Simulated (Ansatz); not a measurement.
## Ligand exchange: SiH(CH3)Br2 + GeH2(CH3)2 → SiH2(CH3)Br + GeH(CH3)2Br

Species: SiH(CH3)Br2, singlet; GeH2(CH3)2, singlet; SiH2(CH3)Br, singlet; GeH(CH3)2Br, singlet. The partners trade Br for H: Si–Br and Ge–H bonds give way to Si–H and Ge–Br.

Shapes, held fixed at every level: PBE0-D4/def2-TZVP. Programs: Ansatz 0.2.0. Electronic energies: no zero-point or thermal term.

Problem. Estimate ΔE of this reaction.

Solution. The highest level, CCSD(T)/def2-TZVPP, gives ΔE = -2.8 kJ/mol; the levels span -13.7 to -0.1. That is about zero within the method's error. The column of differences is taken from that level and isn't an error. No measured value is set beside it here. Relativity is left out for Br, Ge unless named. Correlated rows may include outer-core shells of Br, Ge, which these sets cover unevenly.

| level | kind | ΔE (kJ/mol) | less CCSD(T)/def2-TZVPP |
| --- | --- | --- | --- |
| HF/def2-TZVPP | Hartree–Fock | -13.7 | -10.9 |
| B3LYP-D4/def2-TZVPP | global hybrid | -2.7 | +0.1 |
| PBE0-D4/def2-TZVPP | global hybrid | -0.1 | +2.7 |
| wB97M-V/def2-TZVPP | range-separated hybrid | -0.6 | +2.2 |
| B2PLYP/def2-TZVPP | double hybrid | -3.6 | -0.8 |
| MP2/def2-TZVPP | perturbation theory | -0.8 | +2.0 |
| CCSD/def2-TZVPP | coupled cluster or CI | -4.1 | -1.3 |
| CCSD(T)/def2-TZVPP | coupled cluster or CI | -2.8 | 0.0 |
